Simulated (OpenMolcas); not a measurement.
**Computed levels of P2+**

```yaml
Program: OpenMolcas 26.06
Method: "SS-RASPT2, IPEA 0.25 Eh, imaginary shift 0.1 Eh (closed shells correlated: 2s 2p)"
Basis: ANO-RCC-VQZP [6s5p3d2f1g]
Scalar_Hamiltonian: DKH2, point nucleus
Active_space: 3 electrons in 9 orbitals (RAS2 3s 3p; RAS3 3d, at most 2 electrons)
State_averaging: 2S+1 = 4 odd, 1 root; 2S+1 = 2 odd, 11 roots; 2S+1 = 4 even, 3 roots; 2S+1 = 2 even, 9 roots
Spin-orbit_coupling: state interaction with AMFI integrals over the reference wave functions, term energies averaged over their components
```

With spin-orbit coupling, above the lowest level:

```
Configuration  Term    J  E (cm⁻¹)  Measured (cm⁻¹)      g  Term weight %
       3s² 3p   ²P°  1/2       0.0              0.0  0.666            100
       3s² 3p   ²P°  3/2       480              559  1.334            100
       3s 3p²    ⁴P  1/2     56000            56922  2.670            100
       3s 3p²    ⁴P  3/2     56170            57126  1.735            100
       3s 3p²    ⁴P  5/2     56450            57454  1.601            100
       3s 3p²    ²D  3/2     74480                   0.800            100
       3s 3p²    ²D  5/2     74490                   1.201            100
       3s 3p²    ²S  1/2    100440           100200  2.001            100
       3s 3p²    ²P  1/2    110040           109037  0.667            100
       3s 3p²    ²P  3/2    110350           109413  1.334            100
```

Against the 7 measured excited levels shown (Martin, Zalubas and Musgrove, J. Phys. Chem. Ref. Data 14, 751 (1985)) the mean absolute deviation is 730 cm-1; the largest miss in energy is 3s 3p² ²P_1/2: computed 110040, measured 109037 cm⁻¹ (+0.9 %), and the largest in proportion 3s² 3p ²P°_3/2 (-14.2 %).

Spin-orbit coupling puts the lowest level 320 cm⁻¹ below the lowest spin-free term.

Active for correlation alone: 3d; no level in the range computed is led by a configuration that fills it, so any true level of that kind is missing. Some terms mix strongly with configurations of 3d, whose occupation reaches 0.21 (3s 3p² ²D). Measured partners are found by configuration, term and J. A level has none where our copy of the source lacks it or the pairing is in doubt (some pairs that miss far off the trend of their configuration count as doubtful), and it then counts in no deviation. Only configurations of the active space appear. The first state left out of the spin-orbit step lies near 140000 cm-1 above the lowest spin-free state of the reference (among the parities and spins computed), and the list stops at four fifths of that energy or lower.

The term weight is that of the spin-free term in the level, not the purity of its configuration. ° marks odd parity.
